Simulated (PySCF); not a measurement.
**Excitation energy of La²⁺ by level of theory**

La²⁺ [Xe] 5d1 (2D) → La²⁺ [Xe] 6p1 (2P), as a difference of total energies. All numbers are calculated (PySCF 2.14, scalar relativity by spin-free X2C-1e, in x2c-TZVPPall (11s7p7d3f1g, 97 functions)). Correlated levels: valence: [Kr] 4d10 frozen. The calculations carry no spin-orbit coupling.

```csv
method,excitation energy (eV)
UHF,4.998
MP2 (valence),5.073
SCS-MP2 (valence),5.094
CCSD (valence),5.157
CCSD(T) (valence),5.153
```

Q: How much does correlation contribute at CCSD(T) (valence)?

A: 5.153 − (4.998) = 0.155 eV, measured against UHF.

A first-order spin-orbit estimate (lowest level to lowest level, LS coupling) adds -0.062 eV.

The basis was made for the ground configuration and has no added diffuse functions, so the excitation energy can come out too high.
